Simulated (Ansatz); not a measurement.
Consider the formal exchange of groups at a C–Al bond: `[CH3][Al]([C]#N)[C]#N` + `C[SiH2][GeH3]` → `C[SiH]([GeH3])C#N` + `[CH3][AlH][C]#N`.

Program: Ansatz. Geometries: PBE0-D4/def2-TZVP. ΔE: electronic, gas phase. CCSD(T)/CBS adds triple-zeta CCSD(T) − MP2 to the extrapolated MP2 energy (def2 sets, frozen cores). This one scheme is used for every species. Functionals use def2-TZVPP. B3LYP here is the variant with VWN-RPA as its local correlation; programs differ in this. HSE06 is defined as in plane-wave codes. For Ge outer-core shells are correlated without core-valence functions, which leaves a few kJ/mol of doubt a bond. Scalar relativity is left out up to krypton.

| level | ΔE (kcal/mol) | difference from CCSD(T)/CBS |
| --- | --- | --- |
| LDA (SPW92) | 3.7 | -1.6 |
| r2SCAN-D4 | 5.2 | -0.1 |
| B97M-V | 4.1 | -1.2 |
| B3LYP-D4 | 4.8 | -0.5 |
| r2SCANh-D4 | 5.1 | -0.2 |
| HSE06-D4 | 4.5 | -0.8 |
| CAM-B3LYP-D4 | 4.8 | -0.5 |
| ωB97M-V | 4.9 | -0.4 |
| PBE0 | 4.9 | -0.4 |
| B3LYP | 5.5 | 0.2 |
| LC-ωPBE | 4.9 | -0.4 |
| HF/def2-SVP | 6.3 | 1.0 |
| MP2/def2-TZVPP | 5.1 | -0.2 |
| SCS-MP2/def2-TZVPP | 5.3 | 0.0 |
| CCSD(T)/def2-TZVPP | 5.5 | 0.2 |
| HF/CBS(def2) | 5.5 | 0.2 |
| CCSD(T)/CBS | 5.3 | 0 |

Largest T1 diagnostic among the species: 0.013.

At CCSD(T), def2-SVP lies +1.0 kcal/mol from the extrapolated value and def2-TZVPP +0.2 kcal/mol. Leaving LDA and LC-ωPBE aside and taking each functional with its dispersion term where it has one, the values, not all of them listed here, spread over 1.4 kcal/mol, from B97M-V to B2PLYP. LDA lies −1.1 kcal/mol from PBE without D4.
